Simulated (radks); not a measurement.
Minus the highest occupied eigenvalue as an estimate of the ionisation energy, Rh40+ to Rh44+. The LB94 potential has the -1/r tail that LDA and GGA lack but no energy functional. Method: scalar-relativistic Kohn-Sham, LB94 model potential, spin-polarised, spherical densities, finite nucleus; open shells are filled with parallel spins first (spin-orbit coupling, left out, can overturn this in heavy ions); Fermi nuclear charge, rms radius 4.4945 fm; computed with a radial shooting solver on a logarithmic mesh with Libxc functionals.

| species | configuration | HOMO | -e(HOMO) (eV) | <r> (bohr) | IE, NIST (eV) | kind |
|---|---|---|---|---|---|---|
| Rh40+ | [He] 2s2 2p1 | 2p up | 6031.2 | 0.115 | 6161 | semi-emp. |
| Rh41+ | [He] 2s2 | 2s | 6438.3 | 0.133 | 6444 | semi-emp. |
| Rh42+ | [He] 2s1 | 2s up | 6622.1 | 0.132 | 6623.3 | theory |
| Rh43+ | [He] | 1s | 27441 | 0.0324 | 27487.0 | theory |
| Rh44+ | 1s1 | 1s up | 28230 | 0.0321 | 28312.0 | theory |

Reference values: NIST Atomic Spectra Database (exp. = measured, semi-emp. = semi-empirical, theory = theoretical value adopted there). Open shells are spherical and high-spin; term and fine-structure splittings are not resolved.
